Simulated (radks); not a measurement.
The numbers below are computed, except where a source is named.
Pr+, 58 electrons, occupied as [Xe] 4f3 6s1. Code: a radial shooting solver on a logarithmic mesh with Libxc functionals. Model: Dirac Kohn-Sham, PBE, spin-unpolarised, spherical densities, finite nucleus; open shells fill j = l - 1/2 first; Fermi nuclear charge, rms radius 4.8919 fm.

Spin-orbit splittings of the eigenvalues, e(l+1/2) - e(l-1/2), with zeta = 2 splitting/(2l+1) and mean radii in bohr:

| shell | occ. | splitting (eV) | zeta (eV) | <r> j=l-1/2 | <r> j=l+1/2 |
|---|---|---|---|---|---|
| 2p | 6 | ? | ? | 0.08605 | 0.09236 |
| 3p | 6 | 95.54 | 63.70 | 0.2617 | 0.2740 |
| 3d | 10 | 20.59 | 8.237 | 0.2452 | 0.2491 |
| 4p | 6 | 20.55 | 13.70 | 0.6404 | 0.6682 |
| 4d | 10 | 3.604 | 1.442 | 0.7218 | 0.7319 |
| 4f | 3 | 0.3414 | 0.09755 | 1.169 | 1.190 |
| 5p | 6 | 2.785 | 1.856 | 1.704 | 1.791 |

Estimate the 2p splitting.

Answer. 482.2 eV (zeta = 321.5 eV).
